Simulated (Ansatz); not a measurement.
Stepwise reaction of `[F][Ga]([SH])[SH]` with ammonia, as a gas-phase model of exchange steps in deposition or etching. ΔE in kJ/mol.

Computed with Ansatz on PBE0-D4/def2-TZVP structures; ΔE is electronic, products minus reactants. CBS: MP2 limit from def2 TZ/QZ plus the TZ coupled-cluster correction, frozen cores. This one scheme is used for every species. Functionals use def2-TZVPP. B3LYP here is the variant with VWN-RPA as its local correlation; programs differ in this. For Ga outer-core shells are correlated without core-valence functions, which leaves a few kJ/mol of doubt a bond. Scalar relativity is left out up to krypton. Each species was taken in one conformer, which may not be the lowest.

```tsv
step	reaction	PBE-D4	B3LYP-D4	ωB97M-V	CCSD(T)/CBS
1	`[F][Ga]([SH])[SH]` + NH₃ → `[NH2][Ga]([F])[SH]` + H₂S	57.3	52.4	50.3	48.2
2	`[NH2][Ga]([F])[SH]` + NH₃ → `[NH2][Ga]([NH2])[F]` + H₂S	61.3	56.2	55.3	52.4
```

Problem. By hand: ΔE of the 2 steps together at CCSD(T)/CBS.

Solution. (48.2) + (52.4) = 100.6 kJ/mol, or 50.3 kJ/mol a step.

In ΔE the steps differ by no more than 4.2 kJ/mol. All are uphill at CCSD(T)/CBS. PBE-D4 differs from CCSD(T)/CBS by 8.9 to 9.1 kJ/mol a step. Isolated molecules leave out the surface, adducts and barriers. Largest T1 diagnostic: 0.013.
